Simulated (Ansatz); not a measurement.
A first, cheap relaxation of `COB1C[SiH2]1`.

```yaml
crystal:
  periodic: [false, false, false]
  atoms:
    - {symbol: C, position_ang: [-1.862200, 0.855900, 0.170700]}
    - {symbol: O, position_ang: [-1.143300, 0.218500, 1.118900]}
    - {symbol: B, position_ang: [0.046700, -0.274600, 0.450500]}
    - {symbol: C, position_ang: [0.943900, -1.378500, -0.327600]}
    - {symbol: Si, position_ang: [2.023100, -0.054100, -0.139700]}
    - {symbol: H, position_ang: [-1.371900, 1.803300, -0.251000]}
    - {symbol: H, position_ang: [-2.803800, 1.279600, 0.655600]}
    - {symbol: H, position_ang: [-2.196200, 0.238900, -0.670800]}
    - {symbol: H, position_ang: [0.502600, -1.520800, -1.316600]}
    - {symbol: H, position_ang: [1.087300, -2.287800, 0.311300]}
    - {symbol: H, position_ang: [2.808000, 0.020700, 1.132800]}
    - {symbol: H, position_ang: [2.042600, 1.043700, -1.100100]}
basis:
  gaussian: {orbitals: def2-SVP}
hamiltonian: {xc: pbe, dispersion: d4}
relax: {f_tol: 0.03, max_steps: 200}
```

```sh
$ ansatz run in.yaml --threads 4 --pin off --events-out ev --progress --plain --max-ram 10444MiB
```

Output, abridged:

```
Functional definition: PBE
mean field -12769.60058078 eV, -469.2741657974 hartree, gradient 1.6e-5 eV, S^2 0.000000; 0 other end points of the search recorded, 0 dependent functions left out
relax step   1: F+E_penalty+E_count = -12769.82803505 eV  Δ(F+E_penalty+E_count) = +0.000e0 eV  max|allowed force component| = 4.622e0 eV/Å  Δτ_max = 0.0000 Å  (29 SCF iters, accepted)
mean field -12770.75460533 eV, -469.3165754176 hartree, gradient 7.8e-6 eV, S^2 0.000000; 0 other end points of the search recorded, 0 dependent functions left out
relax step   2: F+E_penalty+E_count = -12770.98191450 eV  Δ(F+E_penalty+E_count) = -1.154e0 eV  max|allowed force component| = 2.558e0 eV/Å  Δτ_max = 0.1906 Å  (35 SCF iters, accepted)
mean field -12771.22652422 eV, -469.3339181167 hartree, gradient 8.2e-6 eV, S^2 0.000000; 0 other end points of the search recorded, 0 dependent functions left out
relax step   3: F+E_penalty+E_count = -12771.45576550 eV  Δ(F+E_penalty+E_count) = -4.739e-1 eV  max|allowed force component| = 1.153e0 eV/Å  Δτ_max = 0.1946 Å  (35 SCF iters, accepted)
mean field -12771.44188309 eV, -469.3418324093 hartree, gradient 2.4e-5 eV, S^2 0.000000; 0 other end points of the search recorded, 0 dependent functions left out
relax step   4: F+E_penalty+E_count = -12771.66996197 eV  Δ(F+E_penalty+E_count) = -2.142e-1 eV  max|allowed force component| = 6.583e-1 eV/Å  Δτ_max = 0.2000 Å  (34 SCF iters, accepted)
mean field -12771.62042521 eV, -469.3483937113 hartree, gradient 2.4e-5 eV, S^2 0.000000; 0 other end points of the search recorded, 0 dependent functions left out
relax step   5: F+E_penalty+E_count = -12771.84653044 eV  Δ(F+E_penalty+E_count) = -1.766e-1 eV  max|allowed force component| = 6.520e-1 eV/Å  Δτ_max = 0.1943 Å  (35 SCF iters, accepted)
mean field -12771.73645737 eV, -469.3526578143 hartree, gradient 6.2e-6 eV, S^2 0.000000; 0 other end points of the search recorded, 0 dependent functions left out
relax step   6: F+E_penalty+E_count = -12771.96423299 eV  Δ(F+E_penalty+E_count) = -1.177e-1 eV  max|allowed force component| = 4.590e-1 eV/Å  Δτ_max = 0.2000 Å  (29 SCF iters, accepted)
mean field -12771.82748926 eV, -469.3560031747 hartree, gradient 2.7e-5 eV, S^2 0.000000; 0 other end points of the search recorded, 0 dependent functions left out
relax step   7: F+E_penalty+E_count = -12772.05355867 eV  Δ(F+E_penalty+E_count) = -8.933e-2 eV  max|allowed force component| = 3.085e-1 eV/Å  Δτ_max = 0.1999 Å  (28 SCF iters, accepted)
mean field -12771.88929797 eV, -469.3582746031 hartree, gradient 9.7e-6 eV, S^2 0.000000; 0 other end points of the search recorded, 0 dependent functions left out
relax step   8: F+E_penalty+E_count = -12772.11392228 eV  Δ(F+E_penalty+E_count) = -6.036e-2 eV  max|allowed force component| = 1.760e-1 eV/Å  Δτ_max = 0.1998 Å  (29 SCF iters, accepted)
mean field -12771.87931154 eV, -469.3579076085 hartree, gradient 1.4e-5 eV, S^2 0.000000; 0 other end points of the search recorded, 0 dependent functions left out
relax step   9: F+E_penalty+E_count = -12772.10296278 eV  Δ(F+E_penalty+E_count) = +1.096e-2 eV  max|allowed force component| = 4.298e-1 eV/Å  Δτ_max = 0.1391 Å  (30 SCF iters, rejected (line search))
mean field -12771.90186071 eV, -469.3587362752 hartree, gradient 2.1e-5 eV, S^2 0.000000; 0 other end points of the search recorded, 0 dependent functions left out
relax step  10: F+E_penalty+E_count = -12772.12569089 eV  Δ(F+E_penalty+E_count) = -1.177e-2 eV  max|allowed force component| = 2.597e-1 eV/Å  Δτ_max = 0.0663 Å  (29 SCF iters, accepted)
mean field -12771.90977835 eV, -469.3590272430 hartree, gradient 2.2e-5 eV, S^2 0.000000; 0 other end points of the search recorded, 0 dependent functions left out
relax step  11: F+E_penalty+E_count = -12772.13319164 eV  Δ(F+E_penalty+E_count) = -7.501e-3 eV  max|allowed force component| = 2.238e-1 eV/Å  Δτ_max = 0.0771 Å  (29 SCF iters, accepted)
mean field -12771.91329066 eV, -469.3591563179 hartree, gradient 1.8e-5 eV, S^2 0.000000; 0 other end points of the search recorded, 0 dependent functions left out
relax step  12: F+E_penalty+E_count = -12772.13711102 eV  Δ(F+E_penalty+E_count) = -3.919e-3 eV  max|allowed force component| = 1.410e-1 eV/Å  Δτ_max = 0.0801 Å  (30 SCF iters, accepted)
mean field -12771.91556837 eV, -469.3592400224 hartree, gradient 2.2e-5 eV, S^2 0.000000; 0 other end points of the search recorded, 0 dependent functions left out
relax step  13: F+E_penalty+E_count = -12772.13932033 eV  Δ(F+E_penalty+E_count) = -2.209e-3 eV  max|allowed force component| = 6.204e-2 eV/Å  Δτ_max = 0.0168 Å  (30 SCF iters, accepted)
mean field -12771.91593763 eV, -469.3592535923 hartree, gradient 1.4e-5 eV, S^2 0.000000; 0 other end points of the search recorded, 0 dependent functions left out
relax step  14: F+E_penalty+E_count = -12772.13969948 eV  Δ(F+E_penalty+E_count) = -3.791e-4 eV  max|allowed force component| = 2.081e-2 eV/Å  Δτ_max = 0.0081 Å  (24 SCF iters, accepted)
mean field -12771.91622465 eV, -469.3592641403 hartree, gradient 2.2e-5 eV, S^2 0.000000; 0 other end points of the search recorded, 0 dependent functions left out
relax step  15: F+E_penalty+E_count = -12772.14005729 eV  Δ(F+E_penalty+E_count) = -3.578e-4 eV  max|allowed force component| = 2.163e-2 eV/Å  Δτ_max = 0.0187 Å  (30 SCF iters, accepted)
mean field -12771.91652118 eV, -469.3592750374 hartree, gradient 2.2e-5 eV, S^2 0.000000; 0 other end points of the search recorded, 0 dependent functions left out
relax step  16: F+E_penalty+E_count = -12772.14050034 eV  Δ(F+E_penalty+E_count) = -4.430e-4 eV  max|allowed force component| = 3.119e-2 eV/Å  Δτ_max = 0.0345 Å  (29 SCF iters, accepted)
mean field -12771.91226168 eV, -469.3591185036 hartree, gradient 2.3e-5 eV, S^2 0.000000; 0 other end points of the search recorded, 0 dependent functions left out
relax step  17: F+E_penalty+E_count = -12772.13666154 eV  Δ(F+E_penalty+E_count) = +3.839e-3 eV  max|allowed force component| = 1.845e-1 eV/Å  Δτ_max = 0.0565 Å  (29 SCF iters, rejected (line search))
mean field -12771.91668849 eV, -469.3592811860 hartree, gradient 2.2e-5 eV, S^2 0.000000; 0 other end points of the search recorded, 0 dependent functions left out
relax step  18: F+E_penalty+E_count = -12772.14080758 eV  Δ(F+E_penalty+E_count) = -3.072e-4 eV  max|allowed force component| = 1.229e-2 eV/Å  Δτ_max = 0.0270 Å  (30 SCF iters, accepted)
mean field -12771.91668849 eV, -469.3592811860 hartree, gradient 2.2e-5 eV, S^2 0.000000; 1 other end points of the search recorded, 0 dependent functions left out
Total energy: -12772.14084638 eV, -469.3675188364 hartree
Atom 0 at    -1.996882     1.046491     0.183107 Å, force    -0.001539    -0.000313    -0.007008 eV/Å
Atom 1 at    -1.391252    -0.238188     0.048302 Å, force    -0.001101     0.000234     0.010077 eV/Å
Atom 2 at    -0.064662    -0.424424     0.104373 Å, force     0.007585     0.004607    -0.005175 eV/Å
Atom 3 at     0.951603    -1.556377    -0.170388 Å, force    -0.002116    -0.009652    -0.009487 eV/Å
Atom 4 at     1.795758     0.208493    -0.092659 Å, force    -0.012293     0.001110     0.005725 eV/Å
Atom 5 at    -1.229990     1.838900     0.312383 Å, force     0.003292    -0.000908     0.001660 eV/Å
Atom 6 at    -2.674554     1.033163     1.060740 Å, force    -0.002057    -0.003771    -0.000344 eV/Å
Atom 7 at    -2.600003     1.253178    -0.724019 Å, force     0.002113     0.002561     0.000552 eV/Å
Atom 8 at     0.876177    -2.227539    -1.047751 Å, force     0.000014     0.002517     0.010070 eV/Å
Atom 9 at     1.298938    -2.108485     0.728086 Å, force     0.002312     0.010001    -0.010364 eV/Å
Atom 10 at     2.815521     0.301583     1.005303 Å, force     0.004191     0.001692     0.002842 eV/Å
Atom 11 at     2.296147     0.818006    -1.373478 Å, force    -0.000400    -0.008077     0.001454 eV/Å
Dipole moment:    -0.257144     0.174453     0.044573 e Å
```

It took 16 s on 4 threads of an Intel Xeon 6975P-C on a shared host, with 0.16 GiB of host memory at the peak.
